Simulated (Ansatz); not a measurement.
C$_{4}$H$_{3}$F$_{3}$ (`FC1=C[C@H](F)[C@@H]1F`). The species carries charge 0 and has multiplicity 1. The geometry is a stationary point of PBE0-D4/def2-TZVP.

```xyz
10

F    -0.562   -0.959   -2.134
C    -0.365   -0.434   -0.948
C    -1.146   -0.254    0.115
C    -0.003    0.294    0.918
F    -0.094    1.625    1.232
C     0.908    0.030   -0.324
F     1.481    1.148   -0.854
H    -2.175   -0.479    0.356
H     0.269   -0.245    1.829
H     1.689   -0.725   -0.190
```

Problem. What is the dipole moment at PBE/def2-TZVPP? (An estimate is asked.)

Solution. The calculation gave: 2.67 D, with components (-0.57, -2.43, 0.97) D in this frame, pointing from negative to positive charge.

Problem. And with r2SCAN, B3LYP, ωB97M-V? (An estimate is asked.)

Solution. Computed: r2SCAN 2.78 D, B3LYP 2.89 D, ωB97M-V 2.87 D.

Problem. Give the Mulliken charges with PBE, ωB97M-V, r2SCAN in def2-TZVPP. (An estimate is asked.)

Solution. Ansatz gave: 
```csv
atom,PBE,ωB97M-V,r2SCAN
F1,-0.13,-0.17,-0.18
C2,0.15,0.16,0.21
C3,-0.17,-0.13,-0.18
C4,0.14,0.10,0.22
F5,-0.18,-0.21,-0.22
C6,0.14,0.13,0.20
F7,-0.17,-0.20,-0.21
H8,0.12,0.14,0.11
H9,0.05,0.08,0.02
H10,0.05,0.09,0.03
```

B3LYP here is the variant with VWN-RPA as its local correlation; programs differ in this.
